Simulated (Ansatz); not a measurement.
Gas-phase electronic energies from Ansatz, PBE0-D4/def2-TZVP geometries. CCSD(T)/CBS adds triple-zeta CCSD(T) − MP2 to the extrapolated MP2 energy (def2 sets, frozen cores). This one scheme is used for every species. Functionals use def2-TZVPP. For Ge outer-core shells are correlated without core-valence functions, which leaves a few kJ/mol of doubt a bond. Scalar relativity is left out up to krypton. Each species was taken in one conformer, which may not be the lowest.

Reaction (cleavage of the Ge–B bond): `[AlH2][BH][GeH3]` + `SS` → `S[S][GeH3]` + `[BH2][AlH2]`

CCSD(T)/CBS gives -39.5 kJ/mol.

Question: Another level gave -40.6 kJ/mol. Which?
A. LDA (SPW92)/def2-TZVPP
B. HF/def2-TZVPP
C. r2SCAN0-D4/def2-TZVPP
D. LC-ωPBE/def2-TZVPP

Answer: C. r2SCAN0-D4 -40.6, LDA (SPW92) -28.7, LC-ωPBE -36.5, HF/def2-TZVPP -50.9 kJ/mol.

Largest T1 diagnostic among the species: 0.013.

From PBE to PBE0 (25 % exact exchange), in def2-TZVPP and without D4, ΔE moves by −3.0 kJ/mol. Leaving LDA and LC-ωPBE aside and taking each functional with its dispersion term where it has one, the values, not all of them listed here, spread over 11.7 kJ/mol, from BHLYP-D4 to PBE-D4. LDA lies +5.0 kJ/mol from PBE without D4.
